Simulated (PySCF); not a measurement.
Choosing a molecule for a target property.

Species are written as SMILES; each is one conformer at its optimised geometry, gas phase, non-relativistic unless stated. Electronic properties by PySCF.

The conformers computed, where there is a choice (atom-mapped SMILES and torsion angles):
- `[CH2:1]=[CH:2]/[C:3]([CH3:4])=[C:5](\[Cl:6])[C:7](=[O:8])[F:9]`: C1–C2–C3–C4 12°, C3–C5–C7–O8 -6°
- `[O:1]=[C:2]1[CH:3]=[C:4]([SiH2:5][F:6])[CH2:7]1`: C3–C4–Si5–F6 180°
- `[F:1][CH:2]([F:3])/[CH:4]=[CH:5]\[CH2:6][NH:7][SiH3:8]`: F1–C2–C4–C5 160°, C4–C5–C6–N7 11°, C5–C6–N7–Si8 -147°
- `[CH2:1]=[CH:2][C:3]1=[CH:4][S:5][CH2:6][C:7](=[O:8])[O:9]1`: C1–C2–C3–C4 178°
- `[cH:1]1[cH:2][o:3][c:4](-[c:5]2[cH:6][o:7][cH:8][n:9]2)[cH:10]1`: O3–C4–C5–C6 0°
- `[CH3:1][C:2](=[O:3])[O:4][c:5]1[cH:6][cH:7][s:8][cH:9]1`: C1–C2–O4–C5 179°, C2–O4–C5–C6 179°
- `[CH3:1][C:2](=[O:3])[c:4]1[cH:5][cH:6][cH:7][p:8][cH:9]1`: C1–C2–C4–C5 180°

(1) Wanted: lowest singlet excitation between 4 eV and 4.5 eV (TDDFT CAM-B3LYP/def2-SVPD) and smallest rotational constant above 0.68 GHz (GFN2-xTB), at GFN2-xTB geometries. Which candidate meets both?
A. `O=C1C=C([SiH2]F)C1`
B. `C1=C[P@H](C=C[C@@H]1[SiH3])=S`
C. `C=CC1=CSCC(=O)O1`
D. `FC(=O)/C(Cl)=C(\C)C=C`
E. `FC(F)/C=C\CN[SiH3]`

(2) Wanted: HOMO energy below -8.9 eV (CAM-B3LYP/def2-SVPD) and lowest triplet excitation (Tamm–Dancoff) below 4 eV (TDA CAM-B3LYP/def2-SVPD), at GFN2-xTB geometries. Which candidate meets both?
A. `c1coc(-c2cocn2)c1`
B. `O=C1C=C([SiH2]F)C1`
C. `CC(=O)Oc1ccsc1`
D. `C(/C)(=C(/C(=O)F)Cl)C=C`
E. `FC(F)/C=C\CN[SiH3]`
F. `[SiH3][C@H]1C=C[P@H](=S)C=C1`

(3) Wanted: HOMO–LUMO gap between 7.1 eV and 7.3 eV (CAM-B3LYP/def2-SVPD) and static isotropic polarisability above 94 au (CAM-B3LYP/def2-SVPD), at GFN2-xTB geometries. Which candidate meets both?
A. `O=C1C=C([SiH2]F)C1`
B. `C=C/C(C)=C(\Cl)C(=O)F`
C. `Clc1cccc2ncsc12`
D. `FC(F)/C=C\CN[SiH3]`
E. `C=CC1=CSCC(=O)O1`
F. `CC(=O)C1=CC=CP=C1`
G. `c1coc(-c2cocn2)c1`

(4) Wanted: dipole moment below 2.7 D (CAM-B3LYP/def2-SVPD) and electronic spatial extent ⟨r²⟩ about the centre of nuclear charge below 1550 bohr² (CAM-B3LYP/def2-SVPD), at GFN2-xTB geometries. Which candidate meets both?
A. `C=C/C(C)=C(\Cl)C(=O)F`
B. `O=C1C=C([SiH2]F)C1`
C. `[SiH3][C@H]1C=C[P@H](=S)C=C1`
D. `c1(Cl)cccc2ncsc12`
E. `c1coc(-c2cocn2)c1`
F. `s1cc(OC(C)=O)cc1`
G. `FC(F)/C=C\CN[SiH3]`

Results:

(1) C. Computed values:
```csv
species,lowest singlet excitation,smallest rotational constant
O=C1C=C([SiH2]F)C1,3.79 eV,0.953 GHz
C=CC1=CSCC(=O)O1,4.42 eV,0.818 GHz
FC(=O)/C(Cl)=C(\C)C=C,4.54 eV,0.702 GHz
C1=C[P@H](C=C[C@@H]1[SiH3])=S,4.90 eV,0.651 GHz
FC(F)/C=C\CN[SiH3],5.94 eV,0.764 GHz
```

(2) B. Computed values:
| species | HOMO energy | lowest triplet excitation (Tamm–Dancoff) |
| --- | --- | --- |
| O=C1C=C([SiH2]F)C1 | -9.04 eV | 3.36 eV |
| C(/C)(=C(/C(=O)F)Cl)C=C | -8.67 eV | 2.59 eV |
| FC(F)/C=C\CN[SiH3] | -8.46 eV | 4.32 eV |
| CC(=O)Oc1ccsc1 | -8.13 eV | 3.85 eV |
| [SiH3][C@H]1C=C[P@H](=S)C=C1 | -7.61 eV | 4.11 eV |
| c1coc(-c2cocn2)c1 | -7.34 eV | 3.15 eV |

(3) E. Computed values:
```csv
species,HOMO–LUMO gap,static isotropic polarisability
C=C/C(C)=C(\Cl)C(=O)F,6.98 eV,96.7 au
C=CC1=CSCC(=O)O1,7.21 eV,101.1 au
CC(=O)C1=CC=CP=C1,7.42 eV,107.3 au
c1coc(-c2cocn2)c1,7.59 eV,92.3 au
Clc1cccc2ncsc12,7.77 eV,115.9 au
O=C1C=C([SiH2]F)C1,8.00 eV,72.4 au
FC(F)/C=C\CN[SiH3],9.13 eV,84.1 au
```

(4) E. Computed values:
```csv
species,dipole moment,electronic spatial extent ⟨r²⟩ about the centre of nuclear charge
c1(Cl)cccc2ncsc12,0.39 D,1689 bohr²
c1coc(-c2cocn2)c1,0.70 D,1448 bohr²
s1cc(OC(C)=O)cc1,2.33 D,1590 bohr²
FC(F)/C=C\CN[SiH3],3.03 D,1491 bohr²
O=C1C=C([SiH2]F)C1,3.25 D,1113 bohr²
C=C/C(C)=C(\Cl)C(=O)F,4.27 D,1515 bohr²
[SiH3][C@H]1C=C[P@H](=S)C=C1,6.38 D,1804 bohr²
```
